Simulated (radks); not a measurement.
The nuclear charge of neutral iridium is varied continuously with 77 electrons held in [Xe] 4f14 5d7 6s2. All-electron calculation, Dirac Kohn-Sham, PBE, spin-unpolarised, spherical densities, finite nucleus; open shells fill j = l - 1/2 first; Fermi nuclear charge, rms radius 5.4032 fm. Program: a radial shooting solver on a logarithmic mesh with Libxc functionals. By the Hellmann-Feynman theorem dE/dZ = E(electron-nucleus)/Z, the electronic potential at the nucleus (averaged over a nucleus of fixed radius).

Z = 76.8: E (hartree) -17738.4687; E(electron-nucleus)/Z (hartree) -579.448; HOMO 5d5/2; e(HOMO) (eV) -4.563; <r> HOMO (bohr) 1.810
Z = 76.9: E (hartree) -17796.4734; E(electron-nucleus)/Z (hartree) -580.646; HOMO 6s1/2; e(HOMO) (eV) -5.524; <r> HOMO (bohr) 2.951
Z = 77: E (hartree) -17854.5980; E(electron-nucleus)/Z (hartree) -581.845; HOMO 6s1/2; e(HOMO) (eV) -6.292; <r> HOMO (bohr) 2.908
Z = 77.1: E (hartree) -17912.8425; E(electron-nucleus)/Z (hartree) -583.044; HOMO 6s1/2; e(HOMO) (eV) -7.081; <r> HOMO (bohr) 2.867
Z = 77.2: E (hartree) -17971.2069; E(electron-nucleus)/Z (hartree) -584.244; HOMO 6s1/2; e(HOMO) (eV) -7.890; <r> HOMO (bohr) 2.828
Z = 77.3: E (hartree) -18029.6913; E(electron-nucleus)/Z (hartree) -585.444; HOMO 6s1/2; e(HOMO) (eV) -8.719; <r> HOMO (bohr) 2.791
Z = 77.4: E (hartree) -18088.2958; E(electron-nucleus)/Z (hartree) -586.646; HOMO 6s1/2; e(HOMO) (eV) -9.567; <r> HOMO (bohr) 2.755
Z = 77.5: E (hartree) -18147.0204; E(electron-nucleus)/Z (hartree) -587.847; HOMO 6s1/2; e(HOMO) (eV) -10.433; <r> HOMO (bohr) 2.721
Z = 77.6: E (hartree) -18205.8653; E(electron-nucleus)/Z (hartree) -589.050; HOMO 6s1/2; e(HOMO) (eV) -11.317; <r> HOMO (bohr) 2.688
Z = 77.7: E (hartree) -18264.8304; E(electron-nucleus)/Z (hartree) -590.253; HOMO 6s1/2; e(HOMO) (eV) -12.219; <r> HOMO (bohr) 2.657
Z = 77.8: E (hartree) -18323.9159; E(electron-nucleus)/Z (hartree) -591.457; HOMO 6s1/2; e(HOMO) (eV) -13.139; <r> HOMO (bohr) 2.626
Z = 77.9: E (hartree) -18383.1218; E(electron-nucleus)/Z (hartree) -592.661; HOMO 6s1/2; e(HOMO) (eV) -14.075; <r> HOMO (bohr) 2.597
Z = 78: E (hartree) -18442.4482; E(electron-nucleus)/Z (hartree) -593.867; HOMO 6s1/2; e(HOMO) (eV) -15.027; <r> HOMO (bohr) 2.569

The central difference of E at Z = 77 is -581.845 hartree, to compare with the third column; the second derivative is -12 hartree.
